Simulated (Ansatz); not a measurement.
# Which isomer of H3SbSi gives these data?

These gas-phase data were calculated for one isomer of H3SbSi at PBE0-D3(BJ)/def2-SVP (harmonic, unscaled wavenumbers; equilibrium rotational constants with average atomic masses):

- rotational constants: 62.34, 3.137, 3.084 GHz
- all wavenumbers above 1500 cm⁻¹: 2042, 1974, 1961

Candidates:

(1) `[SiH][SbH2]`, a singlet
(2) `[SiH2]=[SbH]`, a singlet

Question: Assign the data to one candidate and say why.

Answer: Candidate (1). 1 mode lies between 2000 and 2380 cm⁻¹, one for each Si–H bond, while (2) has 2.

The same quantities for all candidates:

```tsv
	rotational constants (GHz)	wavenumbers above 1500 cm⁻¹	E above the lowest, PBE0-D3(BJ)/def2-SVP (kcal/mol)
(1)	62.34, 3.137, 3.084	2042, 1974, 1961	24.2
(2)	84.09, 3.504, 3.364	2260, 2233, 1947	0.0
```

Each candidate is one conformer. Atoms past krypton carry core potentials. Programs: Ansatz 0.2.0.
